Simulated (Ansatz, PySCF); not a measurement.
Pair of molecules: N2 (SMILES N#N) (first 2 atoms) with GeH4 (SMILES [GeH4]); geometry from B3LYP-D3(BJ)/def2-TZVP, rigid monomers moved along the line of their centres of mass till N2···Ge3 is 5.04 Å.
(charge 0, multiplicity 1):
```json
[
 {"atom": "N", "x (Å)": "-0.2136", "y (Å)": "-0.0766", "z (Å)": "-1.1125"},
 {"atom": "N", "x (Å)": "-0.5000", "y (Å)": "0.3781", "z (Å)": "-0.1633"},
 {"atom": "Ge", "x (Å)": "0.3200", "y (Å)": "-0.1341", "z (Å)": "4.7826"},
 {"atom": "H", "x (Å)": "0.6981", "y (Å)": "-0.4556", "z (Å)": "6.2369"},
 {"atom": "H", "x (Å)": "-0.3609", "y (Å)": "-1.3573", "z (Å)": "4.1512"},
 {"atom": "H", "x (Å)": "1.5899", "y (Å)": "0.2086", "z (Å)": "3.9901"},
 {"atom": "H", "x (Å)": "-0.6421", "y (Å)": "1.0615", "z (Å)": "4.7548"}
]
```

Monomers are frozen at their geometry in the pair; levels with a basis set take the counterpoise correction. Rows marked so take none.

Rows in 6-31G* carry no dispersion term and start afresh at each structure (6-31G* with six Cartesian d functions); the Pople sets are all-electron and without relativity.

Run with Ansatz (Gaussian basis) for Hartree–Fock, density functionals and correlated methods; PySCF for 6-31G* rows. Values without a source in brackets are computed.

Q: Give the interaction energy at the level HF/6-31G* (no counterpoise).

A: -4 meV

Ansatz is an electronic-structure program.
